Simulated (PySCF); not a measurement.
F2H3NSn, SMILES [NH2][SnH]([F])[F].

Coordinates come from a B3LYP-D3(BJ)/def2-SVP optimisation. The def2 effective core potentials stand for the cores of Sn; spin–orbit coupling is left out. Other conformers were not sampled.

Method: C-PCM-B3LYP/def2-SVP (PySCF 2.14.0).

The values are the electrostatic part of the solvation free energy, E(continuum) − E(gas) at the gas-phase geometry, in a cavity of scaled van der Waals radii (PySCF's table); cavitation and dispersion terms are not included. A continuum can't describe solvent molecules that bind to the metal. In vacuum the orbital gap is 6.35 eV. The dipole moment in vacuum is 2.39 D.

**Question.** Estimate the values in water (ε = 78.36), ethanol (ε = 24.85), N,N-dimethylformamide (ε = 37.22). (An estimate is asked for; the answer gives what the named calculation found.)

**Answer.** 
```json
[
 {"solvent": "water", "ε": "78.36", "ΔG(elec) (kcal/mol)": "-8.6", "dipole (D)": "2.87", "gap (eV)": "6.34"},
 {"solvent": "ethanol", "ε": "24.85", "ΔG(elec) (kcal/mol)": "-8.4", "dipole (D)": "2.85", "gap (eV)": "6.34"},
 {"solvent": "N,N-dimethylformamide", "ε": "37.22", "ΔG(elec) (kcal/mol)": "-8.5", "dipole (D)": "2.86", "gap (eV)": "6.34"}
]
```
